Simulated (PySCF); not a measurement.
O₂Si, SMILES [Si]([O])=O (connectivity only; charge and spin as stated), charge -1, multiplicity 2.

Geometry: B3LYP-D3(BJ)/def2-TZVPD. The isomer is the one that the SMILES or the coordinates give; other isomers of the formula were not compared.

These are SMD-M06-2X/def2-SVPD run with PySCF values and carry that method's errors.

Solvation free energies are E(SMD) − E(gas) at the gas-phase geometry, for 1 M in both phases.

Estimate the solvation free energies in water, N,N-dimethylformamide, ethylethanoate. (An estimate is asked for; the answer gives what the named calculation found.)


```
solvent                ΔG(solv) (kcal/mol)  its non-electrostatic (CDS) part
---------------------  -------------------  --------------------------------
water                                -69.3                               0.0
N,N-dimethylformamide                -55.7                              -2.2
ethylethanoate                       -47.8                              -2.1
```
